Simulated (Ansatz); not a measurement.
System: C₄H₂FS, net charge 0, doublet state. It need not be the lowest isomer of its formula. SMILES: Fc1c[c]sc1
Geometry from a B3LYP-D3(BJ)/def2-TZVP (Ansatz, an electronic-structure program) optimisation:
```
C
F 1 1.3415
C 1 1.3595 2 123.12
H 3 1.0768 1 128.49 2 0.00
C 1 1.4299 2 121.23 3 180.00
C 5 1.3498 1 107.86 2 -180.00
H 5 1.0786 6 127.57 1 180.00
S 6 1.6973 5 116.36 7 -180.00
```
Charge 0, spin multiplicity 2.

Wanted: atomisation energy (electronic, to ground-state atoms), in kcal/mol. Correlated levels leave the core frozen unless marked. UHF or UKS for open shells. No spin-orbit coupling. Non-relativistic unless marked X2C. The coupled-cluster limit lacks core correlation, which all-electron functionals hold. CBS marks a two-point X^-3 extrapolation of the correlation energy; Hartree-Fock from the larger set.

| level | program | atomisation energy (kcal/mol) |
|---|---|---|
| BLYP-D3(BJ)/def2-TZVPD | Ansatz + dftd3 | 851.3 |
| revPBE/def2-TZVPD | Ansatz | 849.3 |

Problem. Predict the CCSD(T)/CBS(cc-pV(T+d)Z,cc-pV(Q+d)Z) result (Ansatz).

Solution. 841.0 kcal/mol
